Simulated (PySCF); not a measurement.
Level of theory: PySCF 2.14.0 with PBE-D3(BJ)/def2-TZVP // B3LYP-D3(BJ)/def2-TZVP. All species are isolated molecules in the gas phase. One relaxed conformer stands for a flexible species; it need not be the lowest. 

Reference species (SMILES): `C(=C)[SiH]` (C–C–Si–H torsion 179°) (neutral, multiplicity 1).

```yaml
HOMO–LUMO gap: 1.69 eV
LUMO: -3.61 eV
```

Changed species: `C=C=[SiH2]`.

Task: Give the shifts of the HOMO–LUMO gap and LUMO.

Result: the HOMO–LUMO gap rises by 1.74 eV, to 3.43 eV; the LUMO increases by 1.72 eV, to -1.89 eV.
